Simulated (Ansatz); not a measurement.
Reaction (substitution at a C–Al bond): `C[CH2][Al]([CH2]C)[CH2]C` + `C[SiH2]O` → `CCO[SiH2]C` + `C[CH2][AlH][CH2]C`

Gas-phase electronic energies from Ansatz, PBE0-D4/def2-TZVP geometries. CBS: MP2 limit from def2 TZ/QZ plus the TZ coupled-cluster correction, frozen cores. This one scheme is used for every species. DFT in def2-TZVPP. B3LYP here is the variant with VWN-RPA as its local correlation; programs differ in this. Each species was taken in one conformer, which may not be the lowest.

Q: Is it downhill or uphill in electronic energy at CCSD(T)/CBS, and by how much? (Estimate.)

A: Ansatz gave: Uphill: ΔE = +69.5 kJ/mol.

Q: What do these levels give: B3LYP-D4, ωB97X-V, B2PLYP, r2SCAN, B3LYP, MP2/def2-QZVPP? (An estimate is asked.)

A: Ansatz gave: B3LYP-D4 61.0, ωB97X-V 60.1, B2PLYP 64.5, r2SCAN 67.0, B3LYP 61.2, MP2/def2-QZVPP 75.1 kJ/mol.

Largest T1 diagnostic among the species: 0.010.

In def2-TZVPP, CCSD(T) changes the Hartree–Fock value by +17.4 kJ/mol (the triples alone add +1.5 kJ/mol) and MP2 by +24.4 kJ/mol.
